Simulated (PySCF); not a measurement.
O: excitation energy

O [He] 2s2 2p4 (3P) → O [He] 2s1 2p5 (3P), as a difference of total energies. Computed with PySCF 2.14 in aug-cc-pVTZ (5s4p3d2f, 46 functions), with no relativity, point nucleus. Correlated levels: valence: 1s2 frozen. The calculations carry no spin-orbit coupling.

```tsv
method	excitation energy (cm⁻¹)
UHF	136120
LDA	115440
PBE	117080
PBE0	122300
r2SCAN	122250
wB97M-V	123690
B3LYP	120590
HSE06	122060
r2SCAN0	125410
MP2 (valence)	129140
SCS-MP2 (valence)	128600
```

The upper state lies above the first ionisation limit, where it may autoionise and the basis confines it.
